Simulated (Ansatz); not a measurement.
Species: P$_{2}$H$_{4}$, charge 0, singlet. P2H4 (SMILES PP).
B3LYP-D3(BJ)/def2-TZVP minimum from Ansatz (a program for electronic structure):
```xyz
6

P     -1.0203    -0.4713    -0.0535
P      1.0203     0.4711     0.0549
H     -1.5176     0.2567     1.0604
H     -1.5148     0.4895    -0.9757
H      1.5219    -0.4987     0.9637
H      1.5105    -0.2449    -1.0699
```
Charge 0, spin multiplicity 1.

Hartree-Fock and CCSD correlation energies in hartree (Ansatz). Open shells are spin-unrestricted; no spin-orbit coupling. Cores are frozen in correlated methods. No relativity.

| basis | X | E(HF) | E(corr, CCSD) |
|---|---|---|---|
| cc-pV(T+d)Z | 3 | -683.82947 | -0.36377 |
| cc-pV(Q+d)Z | 4 | -683.83619 | -0.38320 |
| cc-pV(5+d)Z | 5 | -683.83752 | withheld |

**Question.** Fit E(corr) = E∞ + A/X³ to X = 3 and 4, predict X = 5, and compare with the run.

**Answer.** A = (-0.36377 - (-0.38320))/(1/27 - 1/64) = 0.9074; E∞ = -0.38320 - A/64 = -0.39738; at X = 5, E∞ + A/125 = -0.39012. The run gave -0.38971, 0.41 mEh above the prediction. The same form on X = 4 and 5 gives E∞ = -0.39654, 0.84 mEh above the first estimate.
